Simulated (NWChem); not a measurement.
Species: ZrF$_{6}$ (charge -2); SMILES [F][Zr-2]([F])([F])([F])([F])[F]

```xyz
7

Zr     0.0000     0.0000     0.0000
F     -1.4246    -0.3598     1.4284
F      1.4246     0.3598    -1.4284
F     -1.2560    -0.7414    -1.4394
F     -0.7695     1.8762    -0.2949
F      0.7695    -1.8762     0.2949
F      1.2560     0.7414     1.4394
```
Atoms are numbered in this order, from 1.

Program: NWChem. Medium grid unless said otherwise, to which SCAN and Minnesota functionals are sensitive. Coordinates come from a B3LYP/def2-SVPD optimisation. No frequency run checked for a minimum. The highest occupied level is positive in some or all of these runs, so the extra electron may be held by the finite basis. def2 effective core potentials on Zr; no spin-orbit coupling. Total energies of different functionals are on different scales.

```json
[
 {"level": "B3LYP/def2-SVPD", "energy (Ha)": "-646.1861", "highest occupied level (eV)": "-0.57", "orbital gap (eV)": "7.97"},
 {"level": "PBE/def2-SVPD", "energy (Ha)": "-645.6205", "highest occupied level (eV)": "1.14", "orbital gap (eV)": "5.96"},
 {"level": "BHandHLYP/def2-SVPD", "energy (Ha)": "-645.8435", "highest occupied level (eV)": "-2.87", "orbital gap (eV)": "10.80"},
 {"level": "Hartree-Fock/def2-SVPD", "energy (Ha)": "-643.1469", "highest occupied level (eV)": "-6.19", "orbital gap (eV)": "14.85"},
 {"level": "LDA (Slater exchange, VWN5)/def2-SVPD", "energy (Ha)": "-642.2887", "highest occupied level (eV)": "0.89", "orbital gap (eV)": "6.21"},
 {"level": "MN15/def2-SVPD", "energy (Ha)": "-645.5718", "highest occupied level (eV)": "-1.78", "orbital gap (eV)": "10.51"},
 {"level": "M06-2X/def2-SVPD", "energy (Ha)": "-645.8483", "highest occupied level (eV)": "-2.77", "orbital gap (eV)": "10.26"}
]
```
